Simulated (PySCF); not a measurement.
Orbital picture of CaSe⁺

UHF at R = 2.595 Å; basis Ca def2-SVP, Se def2-SVP; no relativity; PySCF 2.14. State: ²Π (doublet), unpaired electrons π ↑. Only the outer orbitals are listed, counted within each symmetry.

| spin | orbital | occ. | ε (eV) | on Ca (%) | main shells (%) |
| --- | --- | --- | --- | --- | --- |
| α | 5π | 1 | -43.02 | 100 | 100 Ca p |
| α | 5π | 1 | -42.95 | 100 | 100 Ca p |
| α | 11σ | 1 | -42.94 | 99 | 99 Ca p |
| α | 12σ | 1 | -27.34 | 3 | 96 Se s |
| α | 6π | 1 | -14.77 | 7 | 93 Se p |
| α | 13σ | 1 | -14.09 | 14 | 83 Se p, 8 Ca s |
| α | 6π | 1 | -13.24 | 10 | 89 Se p |
| α | 14σ | 0 | -5.31 | 98 | 78 Ca s, 18 Ca p |
| α | 7π | 0 | -2.95 | 100 | 66 Ca p, 34 Ca d |
| α | 7π | 0 | -2.88 | 100 | 63 Ca p, 37 Ca d |
| β | 5π | 1 | -42.99 | 100 | 100 Ca p |
| β | 5π | 1 | -42.97 | 100 | 100 Ca p |
| β | 11σ | 1 | -42.93 | 99 | 99 Ca p |
| β | 12σ | 1 | -24.83 | 5 | 94 Se s |
| β | 13σ | 1 | -13.53 | 16 | 81 Se p, 10 Ca s |
| β | 6π | 1 | -12.64 | 13 | 87 Se p, 8 Ca d |
| β | 14σ | 0 | -5.29 | 97 | 76 Ca s, 19 Ca p |
| β | 6π | 0 | -4.08 | 41 | 58 Se p, 24 Ca d, 18 Ca p |
| β | 7π | 0 | -2.95 | 100 | 60 Ca p, 40 Ca d |

Which are the highest filled and the lowest empty level, where do they sit, and how wide is the gap?

Highest filled β 6π at -12.64 eV (in %: 87 Se p, 8 Ca d); lowest empty α 14σ at -5.31 eV (in %: 78 Ca s, 18 Ca p); the gap at UHF is 7.33 eV.

```
bond order (Mayer)                                                                                                 : 1.13
⟨S²⟩                                                                                                               : 0.758
charge on Ca (Mulliken, basis-dependent)                                                                           : 1.34
charge on Ca (Löwdin, basis-dependent)                                                                             : 1.01
dipole moment (positive dipole points towards Se; it is taken about the centre of mass and depends on that origin) : -14.37 D
polarisability along the bond                                                                                      : 55.9 bohr³
polarisability across the bond                                                                                     : 28.7 bohr³
```

Spin–orbit coupling is left out. The state is the lowest determinant that a PBE0 search found; another state may lie lower at other levels.
